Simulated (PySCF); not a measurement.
Radial density of O⁻ (oxygen, charge -1)

B2PLYP, [He] 2s2 2p5, 2P determinant. All numbers are calculated (PySCF 2.14, scalar relativity by spin-free X2C-1e, in aug-cc-pCVQZ-DK).

```tsv
r (bohr)	4πr²ρ (e/bohr)	4πr²(ρα − ρβ)
0.00307	0.03771	0.0000
0.00517	0.1009	0.0000
0.00870	0.2658	0.0001
0.0146	0.6766	0.0002
0.0246	1.621	0.0006
0.0414	3.492	0.0015
0.0696	6.298	0.0050
0.117	8.462	0.0204
0.197	7.126	0.0837
0.331	3.681	0.2888
0.557	3.748	0.6491
0.937	4.787	0.7706
1.58	2.662	0.3858
2.65	0.6730	0.0596
4.46	0.09686	-0.0086
7.50	0.005214	-0.0014
```

Densities and radii are taken from the X2C orbitals without a picture-change correction, which distorts them close to the nucleus.

The outer electron is barely bound at this level, so radii and moments hang on the diffuse functions.

Question: Where is the radial spin density 4πr²(ρα − ρβ) most negative, and why is it negative at all?

Answer: Around r = 4.46 bohr, down to -0.0086 e/bohr: exchange with the open shell polarises the paired shells in an unrestricted calculation.
